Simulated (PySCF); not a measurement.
Working out the ionisation energy of Mn

Mn [Ar] 3d5 4s2 (6S) → Mn⁺ [Ar] 3d5 4s1 (7S). All numbers are calculated (PySCF 2.14, the non-relativistic Hamiltonian (point nucleus), in aug-cc-pVDZ (7s6p4d2f, 59 functions)). Frozen: [Ar]. Energies in hartree (1 hartree = 27.21139 eV):

| part | Mn (lower) | Mn⁺ (upper) |
| --- | --- | --- |
| UHF | -1149.867706 | -1149.647939 |
| MP2 opposite-spin | -0.034672 | 0.000000 |
| MP2 same-spin | -0.068196 | -0.068580 |

What does Hartree-Fock give?

(-1149.647939) − (-1149.867706) = 0.219767 hartree = 5.980 eV.

What do MP2 and SCS-MP2 (6/5 opposite-spin, 1/3 same-spin) give?

The opposite-spin parts differ by 0.943 eV and the same-spin parts by -0.010 eV. MP2: 5.980 + (0.943) + (-0.010) = 6.913 eV. SCS-MP2: 5.980 + 1.2 × (0.943) + (-0.010)/3 = 7.108 eV.

Measured between the centres of the two terms (NIST): 7.434 eV, so MP2 (valence) is off by -0.521 eV.

The calculation is non-relativistic.

A double-zeta basis recovers only part of the correlation energy.

What remains against the reference includes basis incompleteness, the frozen core and correlation beyond second order.
